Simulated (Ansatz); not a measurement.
Harmonic frequencies (cm⁻¹) at PBE0-D4/def2-TZVP from Ansatz: 11, 140, 159, 255, 500, 588, 638, 665, 701, 739, 834, 918, 959, 996, 1185, 1215, 1400, 1413, 1437, 1442, 3045, 3089, 3097, 3124, 3144, 3147, 3168.

**Question.** Which molecule is it?
A. `C/C=[CH]/[AlH2]`
B. `[CH3][Al]1[CH2][CH2]1`
C. `C[CH]1[CH2][AlH]1`
D. `C=[CH][AlH][CH3]`

**Answer.** B.
